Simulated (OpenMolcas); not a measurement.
**Multiconfigurational calculation on neutral antimony**

Input:

```
&GATEWAY
Coord
1

Sb 0.0 0.0 0.0
Basis=ANO-RCC-VQZP
Group=XYZ
NoMove
AngMom=0.0 0.0 0.0
AMFI
&SEWARD
&RASSCF
FileOrb=start.orb
Symmetry=2
Spin=4
nActEl=3 0 1
Inactive=15 9
Ras2=0 3
Ras3=6 0
CIRoot=1 1 1
SDav=1
CIMx=300
Iter=120 100
PrWF=0.3
OrbListing=Nothing
MaxOrb=0
Thrs=2.0e-7 1.0e-1 5.0e-4
Atom
>>> COPY $Project.JobIph JOB001
&RASSCF
FileOrb=start.orb
Symmetry=2
Spin=2
nActEl=3 0 1
Inactive=15 9
Ras2=0 3
Ras3=6 0
CIRoot=8 8 1
SDav=8
CIMx=300
Iter=120 100
PrWF=0.3
OrbListing=Nothing
MaxOrb=0
Thrs=2.0e-7 1.0e-1 5.0e-4
Atom
>>> COPY $Project.JobIph JOB002
&RASSCF
FileOrb=start.orb
Symmetry=1
Spin=4
nActEl=3 0 1
Inactive=15 9
Ras2=0 3
Ras3=6 0
CIRoot=3 3 1
SDav=18
CIMx=300
Iter=120 100
PrWF=0.3
OrbListing=Nothing
MaxOrb=0
Thrs=2.0e-7 1.0e-1 5.0e-4
Atom
>>> COPY $Project.JobIph JOB003
&RASSCF
FileOrb=start.orb
Symmetry=1
Spin=2
nActEl=3 0 1
Inactive=15 9
Ras2=0 3
Ras3=6 0
CIRoot=8 8 1
SDav=54
CIMx=300
Iter=120 100
PrWF=0.3
OrbListing=Nothing
MaxOrb=0
Thrs=2.0e-7 1.0e-1 5.0e-4
Atom
>>> COPY $Project.JobIph JOB004
&RASSI
NrOfJobIphs=4 1 8 3 8
1
1 2 3 4 5 6 7 8
1 2 3
1 2 3 4 5 6 7 8
IphNames
JOB001
JOB002
JOB003
JOB004
EJob
SpinOrbit
DIPRint=1.0
SOCoupling=1000.0
Subsets=2
MEES
Property=10
'ANGMOM' 1 'ANGMOM' 2 'ANGMOM' 3 'MLTPL  1' 1 'MLTPL  1' 2 'MLTPL  1' 3
'AMFI' 1 'AMFI' 2 'AMFI' 3 'MLTPL  2' 6
SOProperty=3
'ANGMOM' 1 'ANGMOM' 2 'ANGMOM' 3
```

A driver script runs the steps one by one and writes start.orb anew before each from the orbitals found so far.

Output, cut to the results:

```
--- SEWARD ---
Basis set label: SB.ANO-RCC...8S7P5D3F2G.

      Electronic valence basis set:
      ------------------
      Associated Effective Charge  51.000000 au
      Associated Actual Charge     51.000000 au
      Nuclear Model: Point charge

      Shell  nPrim  nBasis  Cartesian Spherical Contaminant
         s      22       8        X
         p      19       7        X
         d      13       5                 X
         f       5       3                 X
         g       3       2                 X
                  Relativistic Douglas-Kroll-Hess integrals:
                    - DKH order of Hamiltonian: 2
                    - DKH order of Properties : 0
                  Atomic mean-field integrals
--- RASSCF ---
Wave function specifications:
      -----------------------------

      Number of closed shell electrons          48
      Number of electrons in active shells       3
      Max number of holes in RAS1 space          0
      Max nr of electrons in RAS3 space          1
      Number of inactive orbitals               24
      Number of active orbitals                  9
      Number of secondary orbitals              60
      Spin quantum number                      1.5
      State symmetry                             2
Orbital specifications:
      -----------------------

      Symmetry species                           1   2
                                                ag  au
      Frozen orbitals                            0   0
      Inactive orbitals                         15   9
      Active orbitals                            6   3
      RAS1 orbitals                              0   0
      RAS2 orbitals                              0   3
      RAS3 orbitals                              6   0
      Secondary orbitals                        30  30
      Deleted orbitals                           0   0
      Number of basis functions                 51  42
      Number of CSFs                             1
      Number of root(s) required                 1
      Iter CI   SX   CI       RASSCF       Energy    max ROT     max BLB   max BLB  Level Ln srch  Step   QN
          iter iter root      energy       change     param      element    value   shift minimum  type update
 Nr of preliminary CI iterations:   1
 ###############################################################################
 ###############################################################################
 ###                                                                         ###
 ###                                                                         ###
 ###    WARNING: Problems in orbital optimization.                           ###
 ###                                                                         ###
 ###                                                                         ###
 ###############################################################################
 ###############################################################################
  Warning: In symmetry  1, orbital p=  16 has diagonal density matrix element D(p,p) close to zero. D(p,p)=  0.000000E+00
  Warning: In symmetry  1, orbital p=  17 has diagonal density matrix element D(p,p) close to zero. D(p,p)=  0.000000E+00
        ...
  Warning: In symmetry  1, orbital p=  19 has diagonal density matrix element D(p,p) close to zero. D(p,p)=  0.000000E+00
  Warning: In symmetry  1, orbital p=  20 has diagonal density matrix element D(p,p) close to zero. D(p,p)=  0.000000E+00
  Warning: In symmetry  1, orbital p=  21 has diagonal density matrix element D(p,p) close to zero. D(p,p)=  0.000000E+00
        4   1    5    1  -476.49917569   -2.17E-10  -3.07E-06   15  21 1 -8.31E-06   0.50   0.00    SX    NO
      Convergence after  4 iterations
        5   1    5    1  -476.49917569   -6.28E-11  -3.07E-06   15  21 1 -4.13E-06   0.50   0.00    SX    NO
      Natural orbitals and occupation numbers for root  1
      sym 1:   0.000000   0.000000   0.000000   0.000000   0.000000   0.000000
      sym 2:   1.000000   1.000000   1.000000
::    RASSCF root number  1 Total energy:  -6476.49917569
--- RASSCF ---
Wave function specifications:
      -----------------------------

      Number of closed shell electrons          48
      Number of electrons in active shells       3
      Max number of holes in RAS1 space          0
      Max nr of electrons in RAS3 space          1
      Number of inactive orbitals               24
...
--- RASSI ---
SPIN-FREE ENERGIES:
  (Shifted by EMIN (a.u.) =      -6476.4991756898)

 SF State       Relative EMIN(au)   Rel lowest level(eV)    D:o, cm**(-1)      L_eff

     1             0.0000000000        0.0000000000              0.0000         0.0
     2             0.0594938591        1.6189103781          13057.3928         2.0
     3             0.0594938591        1.6189103781          13057.3928         2.0
     4             0.0594938591        1.6189103781          13057.3928         2.0
     5             0.0594938591        1.6189103781          13057.3928         2.0
     6             0.0594938591        1.6189103781          13057.3928         2.0
     7             0.0983728677        2.6768620984          21590.3489         1.0
     8             0.0983728677        2.6768620984          21590.3489         1.0
     9             0.0983728677        2.6768620984          21590.3489         1.0
    10             0.2392442669        6.5101681551          52508.0473         1.0
    11             0.2392442669        6.5101681551          52508.0473         1.0
    12             0.2392442669        6.5101681551          52508.0473         1.0
    13             0.2602865185        7.0827569892          57126.2877         1.0
    14             0.2602865185        7.0827569892          57126.2877         1.0
    15             0.2602865185        7.0827569892          57126.2877         1.0
    16             0.2873463825        7.8190934007          63065.2414         2.0
    17             0.2873463825        7.8190934007          63065.2414         2.0
    18             0.2873463825        7.8190934007          63065.2414         2.0
    19             0.2873463825        7.8190934007          63065.2414         2.0
    20             0.2873463825        7.8190934007          63065.2414         2.0
     Dipole printing threshold changed to   1.00000000E+00

++ Dipole transition strengths (spin-free states):
...
```

Levels above the lowest, from the spin-orbit matrix, grouped by J:

| Configuration | Term | J | E (cm⁻¹) | Measured (cm⁻¹) | g | Term weight % | Second |
| --- | --- | --- | --- | --- | --- | --- | --- |
| 5s² 5p³ | ⁴S° | 3/2 | 0.0 | 0.0 | 1.990 | 98 |  |
| 5s² 5p³ | ²D° | 3/2 | 12480 | 8512 | 0.850 | 91 | 8 ²P° |
| 5s² 5p³ | ²D° | 5/2 | 13419 | 9854 | 1.200 | 100 |  |
| 5s² 5p³ | ²P° | 1/2 | 21952 | 16395 | 0.666 | 100 |  |
| 5s² 5p³ | ²P° | 3/2 | 23253 | 18464 | 1.296 | 90 | 9 ²D° |
| 5s² 5p² 6s | ⁴P | 1/2 | 50198 | 43249 | 2.634 | 98 |  |
| 5s² 5p² 6s | ⁴P | 3/2 | 51624 | 45945 | 1.724 | 98 | 2 ²P |
| 5s² 5p² 6s | ⁴P | 5/2 | 53917 | 48332 | 1.582 | 95 | 5 ²D |
| 5s² 5p² 6s | ²P | 1/2 | 55565 | 46991 | 0.703 | 98 |  |

Against the 8 measured excited levels shown (NIST Handbook of Basic Atomic Spectroscopic Data) the mean absolute deviation is 5600 cm-1; the largest miss in energy is 5s² 5p² 6s ²P_1/2: computed 55565, measured 46991 cm⁻¹ (+18.2 %), and the largest in proportion 5s² 5p³ ²D°_3/2 (+46.6 %).

ANO sets are built for valence states and can reach diffuse excited orbitals poorly, and with the s shell closed the s pⁿ⁺¹ terms that mix with these levels are absent. With the s shell closed, the reference lacks s² → p² mixing. No level of 5s² 5p² 5d was computed, though it lies in the active space. Measured partners are found by configuration, term and J. A level has none where our copy of the source lacks it or the pairing is in doubt (some pairs that miss far off the trend of their configuration count as doubtful), and it then counts in no deviation. Levels of configurations outside the active space are missing. The first state left out of the spin-orbit step lies near 71000 cm-1 above the lowest spin-free state of the reference (among the parities and spins computed), and the list stops at four fifths of that energy or lower.

The term weight is that of the spin-free term in the level, not the purity of its configuration. ° marks odd parity.
